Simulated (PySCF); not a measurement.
CH4B2F2.
Z-matrix (Å and degrees, PBE0-D3(BJ)/def2-SVP geometry), rows numbered from 1:
```
B 
C   1  1.5571
B   2  1.5640  1  106.62
F   3  1.3213  2  121.74  1   -82.97
F   3  1.3207  2  122.00  1    96.31
H   1  1.2090  2  120.67  3    89.28
H   1  1.2095  2  120.36  3   -87.98
H   2  1.1013  1  111.28  3  -116.37
H   2  1.1003  1  111.76  3   117.32
```

Method: PBE0-D3(BJ)/def2-SVP geometry optimisation, gas phase in PySCF 2.14.0.

Masses are those of the commonest isotopes; rigid-rotor values at the optimised geometry. The values belong to one conformer with, in the numbering `[BH2:1][CH2:2][B:3]([F:4])[F:5]`, H–B1–C2–B3 89° and -88°, B1–C2–B3–F4 -83°.

(1) Give the principal moments of inertia and the rotational constants in cm⁻¹.

(2) What kind of rotor is it?

(3) Is it planar, by Δ = Ic − Ia − Ib?

(4) Give the other two planar moments, Paa and Pbb, and the rms extents of the mass along the axes.

(5) Where do the levels up to J = 2 lie, in MHz?

(6) Predict some low-J microwave lines.

Answers

(1) Ia = 66.85, Ib = 130.86, Ic = 167.41 u·Å²; 505379 MHz·u·Å²/I gives 7560, 3862 and 3019 MHz, that is A = 0.25219, B = 0.12882, C = 0.10070 cm⁻¹.

(2) An asymmetric top. Ray's parameter κ = (2B − A − C)/(A − C) = -0.629; −1 is the prolate and +1 the oblate limit.

(3) Not planar: Δ = Ic − Ia − Ib = -30.30 u·Å². For a rigid frame Δ = −2 Σ m c², so Σ m c² = 15.15 u·Å² lies off the ab plane: 5.52 from hydrogen and 9.63 from heavier atoms. The atom farthest from that plane is 1.42 Å away.

(4) Paa = Σ m a² = (Ib + Ic − Ia)/2 = 115.71 and Pbb = Σ m b² = (Ia + Ic − Ib)/2 = 51.70 u·Å². With the mass M = 76.05 u, the rms extents √(P/M) along a, b and c are 1.23, 0.82, 0.45 Å.

(5) Above 0(0,0):
J = 1: 1(0,1) 6881, 1(1,1) 10579, 1(1,0) 11422
J = 2: 2(0,2) 20514, 2(1,2) 23498, 2(1,1) 26027, 2(2,1) 37122, 2(2,0) 37251

(6) The dipole components are |μa| = 0.94 D, |μb| = 0.17 D, |μc| = 1.08 D. The squared components, which scale the intensities, stand as 0.76 : 0.03 : 1.00 (a : b : c). Some lines, for components of 0.1 D or more:

```
type  branch         J(Ka,Kc)    MHz  lower level (cm⁻¹)
   a       Q  4(1,3) ← 4(1,4)   8345               2.282
   b       R  2(0,2) ← 1(1,1)   9935               0.353
   c       Q  2(2,1) ← 2(1,1)  11096               0.868
   a       R  2(1,2) ← 1(1,1)  12918               0.353
   a       R  2(0,2) ← 1(0,1)  13633               0.230
   b       Q  3(2,2) ← 3(1,3)  14964               1.428
   b       Q  4(2,3) ← 4(1,4)  16774               2.282
   b       R  4(1,3) ← 3(2,2)  18994               1.927
   c       R  2(1,1) ← 1(0,1)  19146               0.230
   b       Q  4(3,1) ← 4(2,2)  19325               2.900
   c       Q  3(3,1) ← 3(2,1)  20052               1.948
   b       Q  3(3,0) ← 3(2,1)  20064               1.948
   b       R  3(1,3) ← 2(0,2)  22286               0.684
   a       R  4(1,4) ← 3(1,3)  25613               1.428
   b       R  2(2,1) ← 1(1,0)  25700               0.381
   a       R  4(2,3) ← 3(2,2)  27423               1.927
   a       R  4(3,2) ← 3(3,1)  27747               2.616
   a       R  4(2,2) ← 3(2,1)  28559               1.948
   c       R  3(2,1) ← 2(1,1)  32361               0.868
   b       R  4(2,3) ← 3(1,2)  37341               1.596
   b       R  4(2,2) ← 3(1,3)  44146               1.428
   c       R  4(3,1) ← 3(2,1)  47884               1.948
   b       R  4(3,1) ← 3(2,2)  48508               1.927
```

Whether it is a minimum is left open (no frequencies). Constants of a rigid frame at the computed geometry: no zero-point averaging, no centrifugal distortion. Quadrupole hyperfine structure (11B) is left out.

On Arm Neoverse V2, one thread, shared host with 192 logical CPUs at a one-minute load of 51, this took 16 s and 0.37 GiB of memory at its peak. That covers the optimisation of the geometry.
